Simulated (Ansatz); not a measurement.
Geometry optimisation, RHF/def2-SVP (Ansatz 0.2.0).

Input file:

```yaml
crystal:
  periodic: [false, false, false]
  atoms:
    - { symbol: Ti, position_ang: [0.492003, 0.173027, -0.360141] }
    - { symbol: Cl, position_ang: [-1.428952, 0.609939, 2.626506] }
    - { symbol: O, position_ang: [1.384327, -0.120523, -1.834595] }
    - { symbol: H, position_ang: [1.943547, -0.781497, -2.212656] }
    - { symbol: O, position_ang: [-0.932961, 1.100523, -0.73669] }
    - { symbol: H, position_ang: [-1.774558, 1.434788, -0.468277] }
    - { symbol: O, position_ang: [0.145033, -1.358153, 0.393824] }
    - { symbol: H, position_ang: [-0.353453, -1.803319, 1.061484] }
    - { symbol: Br, position_ang: [1.995306, 1.477818, 1.199655] }
    - { symbol: H, position_ang: [-0.226692, 1.141496, 2.784191] }
basis:
  gaussian: { orbitals: def2-SVP }
hamiltonian:
  xc: hf
relax:
  f_tol: 0.03
  max_steps: 50
```

Command:

```bash
$ ansatz run input.yaml --threads 4 --pin off --max-ram 5120MiB --backend cpu --events-out ev --progress --plain --runs-dir out
```

Task: Where does it end, and by what steps?

Result: It converged. After 9 steps the energy has fallen by 0.114 eV; Cl2 moved furthest, 0.32 Å.

```
step  energy less start (eV)  largest force component (eV/Å)  accepted
   0                  0.0000                           1.283       yes
   1                 -0.0761                           1.037       yes
   2                 -0.0953                           0.813       yes
   3                 -0.1012                           0.637       yes
   4                 -0.1050                           0.451       yes
   5                 -0.1103                           0.073       yes
   6                 -0.1081                           0.453        no
   7                 -0.1115                           0.091       yes
   8                 -0.1131                           0.111       yes
   9                 -0.1137                           0.024       yes
```

```xyz
10
Properties=species:S:1:pos:R:3
Ti 0.576 0.169 -0.430
Cl -1.552 0.596 2.923
O 1.453 -0.177 -1.903
H 1.952 -0.823 -2.377
O -0.863 1.091 -0.791
H -1.675 1.404 -0.426
O 0.172 -1.305 0.409
H -0.389 -1.661 1.081
Br 1.947 1.490 1.110
H -0.377 1.091 2.858
```

Whether the end is a true minimum wasn't checked by a vibrational analysis.

Time of the run: 22 s on 4 threads of Arm Neoverse V2, on a shared host, peak memory 0.48 GiB.
